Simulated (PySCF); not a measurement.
Computed Raman spectrum (relative Raman activity) of a molecule CH₅ClFNSi. Geometry optimised at B3LYP-D3(BJ)/def2-SVP. The values are those of a single conformer. Computed with B3LYP-D3(BJ)/def2-SVP (PySCF). Frequencies are harmonic and unscaled.

Lines under 2 % of the strongest are left out, and lines within 2 cm⁻¹ are merged.

ν (cm⁻¹): 299 (w), 553 (w), 672 (w), 731 (vw), 827 (w), 843 (w), 846 (vw), 1076 (vw), 1270 (vw), 1360 (w), 1419 (w), 1635 (w), 2261 (vs), 3031 (vs), 3082 (s), 3491 (s), 3572 (m) (against the strongest line: vs over 80 %, s over 45 %, m over 15 %, w over 4 %, vw less)

Q: Which structure fits?
A) NC[Si@H](F)Cl
B) N[Si@@H](Cl)CF
C) CN[Si@H](F)Cl
D) C[Si@@](N)(F)Cl

A: A, NC[Si@H](F)Cl
